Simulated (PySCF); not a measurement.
CH8FNOSi2. Atoms are numbered in the order given.

```xyz
14

C      2.6411     1.5299    -0.2943
Si     1.6671    -0.0131     0.1771
N      0.0570     0.4227     0.7606
Si    -1.4490    -0.2245     0.2459
O     -1.2479    -1.8677     0.0433
F     -1.9384     0.3561    -1.2124
H      2.1199     2.0958    -1.0924
H      2.7718     2.2029     0.5781
H      3.6523     1.2575    -0.6609
H      1.4563    -0.9050    -1.0117
H      2.4372    -0.7736     1.2277
H      0.0029     1.1490     1.4813
H     -2.5145     0.1617     1.2193
H     -1.7958    -2.2626    -0.6569
```
Charge 0, spin multiplicity 1.

Geometry optimised at PBE-D3(BJ)/def2-SVP. The structure was generated by enumeration; whether it is a known compound was not checked. One conformer was computed; it need not be the lowest.

All values below come from HF/pcSseg-1 run with PySCF.

GIAO shieldings, no solvent; atoms listed in one row are averaged. δ = σ(ref) − σ: ¹³C against TMS (σ = 192.6 ppm); ²⁹Si against TMS (σ = 393.8 ppm); ¹⁵N against NH3 (σ = 267.3 ppm); ¹⁷O against H2O (σ = 333.0 ppm); ¹⁹F against CFCl3 (σ = 238.5 ppm); ¹H against TMS (σ = 31.99 ppm), references at their B3LYP-D3(BJ)/def2-TZVP geometries, non-relativistic.

```
nucleus       atoms  count  δ (ppm)
-------  ----------  -----  -------
¹³C              C1      1      3.3
²⁹Si            Si2      1    -30.7
²⁹Si            Si4      1    -45.4
¹⁵N              N3      1     30.6
¹⁷O              O5      1     38.2
¹⁹F              F6      1   -109.6
¹H              H10      1     4.91
¹H              H11      1     4.78
¹H              H13      1     4.55
¹H              H14      1     2.67
¹H              H12      1     0.98
¹H       H7, H8, H9      3     0.85
```
